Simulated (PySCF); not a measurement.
**ORD: `[C@H]1(F)C[CH2][Ge@H]1[F]`, C3H6F2Ge**

Geometry:
```json
{"atom": "F1", "x (Å)": "-0.592", "y (Å)": "-2.216", "z (Å)": "0.566"}
{"atom": "C2", "x (Å)": "-0.465", "y (Å)": "-1.110", "z (Å)": "-0.228"}
{"atom": "C3", "x (Å)": "-1.002", "y (Å)": "0.176", "z (Å)": "0.416"}
{"atom": "C4", "x (Å)": "-0.015", "y (Å)": "1.251", "z (Å)": "-0.074"}
{"atom": "Ge5", "x (Å)": "1.353", "y (Å)": "-0.192", "z (Å)": "-0.420"}
{"atom": "F6", "x (Å)": "2.316", "y (Å)": "-0.426", "z (Å)": "1.038"}
{"atom": "H7", "x (Å)": "-0.946", "y (Å)": "-1.351", "z (Å)": "-1.180"}
{"atom": "H8", "x (Å)": "-2.040", "y (Å)": "0.387", "z (Å)": "0.161"}
{"atom": "H9", "x (Å)": "-0.927", "y (Å)": "0.063", "z (Å)": "1.497"}
{"atom": "H10", "x (Å)": "0.203", "y (Å)": "2.023", "z (Å)": "0.659"}
{"atom": "H11", "x (Å)": "-0.353", "y (Å)": "1.727", "z (Å)": "-0.991"}
{"atom": "H12", "x (Å)": "2.469", "y (Å)": "-0.334", "z (Å)": "-1.470"}
```

Theory: TDDFT CAM-B3LYP/def2-SVPD circular dichroism and optical rotation, one conformer, gas phase (PySCF 2.14.0). Geometry: GFN2-xTB.

The calculation is non-relativistic, which matters for the atoms heavier than Zn.

Stereocentres: C2 R, Ge5 R.

**Question.** Give the optical rotatory dispersion at 633, 589.3, 546, 436, 405, 365, 355 nm.

**Answer.** [α] in deg dm⁻¹ (g/mL)⁻¹:
| λ (nm) | origin-invariant length gauge | modified velocity gauge | length gauge (centre of mass) | isotropic polarisability (au) |
| --- | --- | --- | --- | --- |
| 633 | -24.5 | -21.0 | -25.6 | 66.3 |
| 589.3 | -28.8 | -24.6 | -30.1 | 66.6 |
| 546 | -34.3 | -29.3 | -35.9 | 66.9 |
| 436 | -59.2 | -50.0 | -61.8 | 68.3 |
| 405 | -71.7 | -60.3 | -74.7 | 68.9 |
| 365 | -95.4 | -79.5 | -99.2 | 70.0 |
| 355 | -103.4 | -85.8 | -107.4 | 70.3 |

**Question.** And for the mirror image at 589.3 nm?

**Answer.** +28.8 deg dm⁻¹ (g/mL)⁻¹ (origin-invariant length gauge): the same size and the opposite sign.

**Question.** What is the molar rotation [Φ] = [α]·M/100 of the geometry above at 589.3 nm?

**Answer.** With M = 152.71 g/mol, -43.9 deg cm² dmol⁻¹ (origin-invariant length gauge).

The first excitation lies at 6.27 eV (198 nm) with R = -6.8 × 10⁻⁴⁰ esu² cm² (velocity form).
